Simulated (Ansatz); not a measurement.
`F[SiH2][SbH2]` + `C=C=N` → `C=C=[N][SbH2]` + `F[SiH3]` at 700 K and 1 bar (cleavage of the Sb–Si bond).

Isolated molecules relaxed with PBE0-D4/def2-TZVP in Ansatz; ΔE leaves out vibrations. CCSD(T)/CBS adds triple-zeta CCSD(T) − MP2 to the extrapolated MP2 energy (def2 sets, frozen cores). This one scheme is used for every species. def2 core potentials past Kr. For Sb outer-core shells are correlated without core-valence functions, which leaves a few kJ/mol of doubt a bond. Each species was taken in one conformer, which may not be the lowest.

```tsv
species	CCSD(T)/CBS energy (Eh)	H − E (kJ/mol)	S (J/(mol·K))
`F[SiH2][SbH2]`	-631.33896	147.7	416.8
`C=C=N`	-132.55079	156.4	309.8
`C=C=[N][SbH2]`	-373.15774	189.2	425.1
`F[SiH3]`	-390.72345	108.4	291.4
```

H − E and S are ideal-gas, rigid-rotor, harmonic terms from PBE0-D4/def2-TZVP, for one conformer and one mirror image of each species. 1 Eh = 2625.50 kJ/mol, R = 8.31446 J/(mol·K).

Task: By hand: ΔE, ΔH, ΔS and ΔG.

Result: ΔE = (-373.15774) + (-390.72345) − (-631.33896) − (-132.55079) = 0.00856 Eh = 22.5 kJ/mol. Δ(H − E) = 189.2 + 108.4 − 147.7 − 156.4 = -6.5, so ΔH = 16.0 kJ/mol. ΔS = 425.1 + 291.4 − 416.8 − 309.8 = -10.1 J/(mol·K). ΔG = 16.0 − 700 × (-10.1)/1000 = 23.1 kJ/mol.

Task: By hand: the equilibrium constant, and the temperature at which ΔG would vanish if ΔH and ΔS stayed fixed.

Result: log₁₀ K = −ΔG/(RT ln 10) = -1.7. ΔH and −TΔS have one sign here, so there is no such temperature.

TΔS isn't small against ΔH here. A doubt of 5 kJ/mol in ΔE shifts log₁₀ K by 0.4 here. Other conformers and mirror images would add mixing entropy, several J/(mol·K) or more a flexible species. These are equilibria of isolated gas molecules and say nothing of rates. Largest T1 diagnostic: 0.015 (customary marks: 0.02 for closed shells, 0.045 for open ones).

ΔS is within the doubt of such terms, so its sign, and with it that verdict, could turn.
